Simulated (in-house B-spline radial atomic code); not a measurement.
A fraction x of an electron is removed from 3d in Rh²⁺, starting from [Kr] 4d7 and keeping the highest spin. Method: scalar-relativistic (X2C) LDA VWN5, spin-polarised, spherical fractional occupations, Fermi nucleus of rms radius 4.4945 fm. Calculated with a B-spline radial code for spherical atoms.

```tsv
x	E(x) - E(0) (eV)	3d down level (eV)
0	0.0000	-321.542
0.03	9.6623	-322.614
0.14	45.3669	-326.566
0.31	101.4070	-332.744
0.41	134.8647	-336.416
0.5	165.2918	-339.745
0.55	?	?
0.63	?	?
0.85	286.4954	-352.901
0.96	325.5454	-357.103
1	339.8602	-358.638
```

Problem. What belongs in the row x = 0.55?

Solution. An energy change of 182.3255 eV; 3d down at -341.605 eV.

Problem. What belongs in the row x = 0.63?

Solution. An energy change of 209.7734 eV; 3d down at -344.594 eV.

Problem. Check Janak's theorem between x = 0.03 and 0.14.

Solution. The slope of the energy is 324.59 eV; the orbital levels give 324.59 eV (-ε of the emptying orbital, averaged over the two points).
